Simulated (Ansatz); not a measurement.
Program: Ansatz 0.2.0.

A structure relaxed at PBE0-D4/def2-TZVP, charge 0, multiplicity 1:

| atom | x (Å) | y (Å) | z (Å) |
| --- | --- | --- | --- |
| C1 | 0.054 | 0.442 | -1.276 |
| W2 | 0.162 | -0.515 | 0.588 |
| O3 | -0.197 | 0.761 | 1.903 |
| S4 | -1.262 | -2.082 | 0.481 |
| S5 | 2.144 | -1.267 | 0.697 |
| H6 | 0.780 | 1.261 | -1.294 |
| H7 | -0.955 | 0.837 | -1.424 |
| H8 | 0.285 | -0.251 | -2.088 |
| H9 | -1.011 | 0.814 | 2.412 |

(1) Give its formula and SMILES.

(2) Summarise the bond lengths by kind.

Results:

(1) CH4OS2W, `[CH3][W]([OH])(=[S])=[S]`.

(2) 1 × C–W 2.098 Å; 3 × C–H 1.092 to 1.094 Å; 1 × O–W 1.867 Å; 2 × S–W 2.120 to 2.123 Å; 1 × H–O 0.961 Å.
